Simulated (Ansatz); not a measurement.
Reaction (ligand exchange at the Al–N bond): `C=C([SiH3])[NH][AlH2]` + `O[SiH2]O` → `O[SiH2][O][AlH2]` + `C=C(N)[SiH3]`

Calculated with Ansatz (gas phase, PBE0-D4/def2-TZVP geometries, no zero-point term in ΔE). CCSD(T)/CBS adds triple-zeta CCSD(T) − MP2 to the extrapolated MP2 energy (def2 sets, frozen cores). Functionals use def2-TZVPP. B3LYP here is the variant with VWN-RPA as its local correlation; programs differ in this. Each species was taken in one conformer, which may not be the lowest.

`C=C([SiH3])[NH][AlH2]`:

```xyz
13

C    -1.488    0.564   -1.248
C    -0.503    0.200   -0.415
Si    0.307   -1.470   -0.709
N    -0.069    1.001    0.638
Al    1.198    0.769    1.878
H    -1.805   -0.079   -2.057
H    -2.005    1.516   -1.141
H    -0.353   -2.090   -1.884
H     0.151   -2.354    0.477
H     1.763   -1.316   -0.977
H    -0.591    1.870    0.679
H     2.035   -0.568    1.852
H     1.360    1.957    2.907
```

`O[SiH2]O`:

Z-matrix (Å, degrees):
```
Si
O 1 1.642
O 1 1.642 2 113.5
H 1 1.481 2 111.5 3 116.9
H 1 1.481 2 103.8 3 -121.2
H 2 0.958 1 117.7 3 -66.0
H 3 0.958 1 117.7 2 -66.0
```

`O[SiH2][O][AlH2]`:

```xyz
9

O    -2.060    0.742    0.149
Si   -1.095   -0.583    0.058
O     0.478   -0.202    0.013
Al    2.072    0.333    0.084
H    -2.140    1.292   -0.631
H    -1.398   -1.352    1.286
H    -1.405   -1.361   -1.171
H     2.411    1.729   -0.573
H     3.138   -0.597    0.784
```

`C=C(N)[SiH3]`:

```xyz
11

C     0.010   -0.795    1.339
C     0.151   -0.329    0.091
N     0.832   -1.003   -0.911
Si   -0.724    1.253   -0.398
H    -0.589   -0.265    2.066
H     0.474   -1.724    1.663
H     1.263   -0.434   -1.621
H     1.429   -1.758   -0.608
H    -1.821    0.981   -1.365
H     0.242    2.169   -1.071
H    -1.269    1.905    0.817
```

| level | ΔE (kJ/mol) | difference from CCSD(T)/CBS |
| --- | --- | --- |
| PBE0-D4 | -57.6 | 3.3 |
| B3LYP-D4 | -62.7 | -1.8 |
| ωB97X-V | -63.3 | -2.4 |
| B3LYP | -68.3 | -7.4 |
| HF/def2-TZVPP | -81.8 | -20.9 |
| MP2/def2-TZVPP | -59.8 | 1.1 |
| CCSD(T)/def2-TZVPP | -60.1 | 0.8 |
| HF/CBS(def2) | -84.0 | -23.1 |
| MP2/CBS(def2) | -60.6 | 0.3 |
| CCSD/CBS(def2) | -64.7 | -3.8 |
| CCSD(T)/CBS | -60.9 | 0 |

Largest T1 diagnostic among the species: 0.013.

In def2-TZVPP, CCSD(T) changes the Hartree–Fock value by +21.7 kJ/mol (the triples alone add +3.8 kJ/mol) and MP2 by +22.0 kJ/mol. From PBE to PBE0 (25 % exact exchange), in def2-TZVPP and without D4, ΔE moves by −4.3 kJ/mol. The D4 term adds +5.6 kJ/mol with B3LYP and +3.0 kJ/mol with PBE0; it sums over pairs of atoms, weighted by their polarisabilities, and B3LYP, whose exchange is more repulsive, gets the larger term.
